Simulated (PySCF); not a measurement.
Species: C₆H₉OP.
Bonds: C1–C2 (double), C2–P3, P3–O4 (double), P3–C5, C5–C6 (double), P3–C7, C7–C8 (double). Hydrogens: H9, H10 on C1; H11 on C2; H12 on C5; H13, H14 on C6; H15 on C7; H16, H17 on C8.

Torsions of this conformer, `[CH2:1]=[CH:2][P:3](=[O:4])([CH:5]=[CH2:6])[CH:7]=[CH2:8]`: C1–C2–P3–O4 0°, C2–P3–C5–C6 125°, C2–P3–C7–C8 -126°.

The closed-shell ground state was solved at several levels (PySCF, density fitting, gas phase, non-relativistic). The structure is a single PBE0-D3(BJ)/def2-TZVP conformer in the gas phase; no vibrational or solvent corrections.

```
           level  basis functions  total energy (Eh)  HOMO (eV)  LUMO (eV)  gap (eV)  dipole (D)
wB97X-D/pcSseg-2              421          -650.6194      -9.77       0.80     10.57        3.55
  B97-2/pcSseg-2              421          -650.6350      -7.57      -1.03      6.54        3.50
   PBE0/pcSseg-2              421          -650.2300      -7.87      -1.00      6.87        3.52
```

Q: What might KT3/pcSseg-2 (421 basis functions) give for the same quantities?

A: Total energy -658.1394 Eh, HOMO -6.48 eV, LUMO -1.90 eV, gap 4.58 eV, dipole 3.31 D.

Q: Over all these levels, which gives the widest orbital gap and which the narrowest?

A: wB97X-D/pcSseg-2 (range-separated hybrid) has the widest, 10.57 eV, and KT3/pcSseg-2 (GGA) the narrowest, 4.58 eV. From the narrowest to the widest the HOMO moves by -3.29 eV and the LUMO by +2.70 eV.

Q: In the pcSseg-2 basis, how does the gap go with the fixed share of exact exchange?

A: KT3 (0 %) 4.58 eV; B97-2 (21 %) 6.54 eV; PBE0 (25 %) 6.87 eV. Each rise in the share widens the gap here.

Q: How far do the dipole and the HOMO energy spread over the levels?

A: The dipole runs from 3.31 to 3.55 D (mean 3.47 D) and the HOMO from -9.77 to -6.48 eV.

The pairwise dispersion term of wB97X-D wasn't added to the energies; at a given geometry it leaves orbitals and properties as they are.
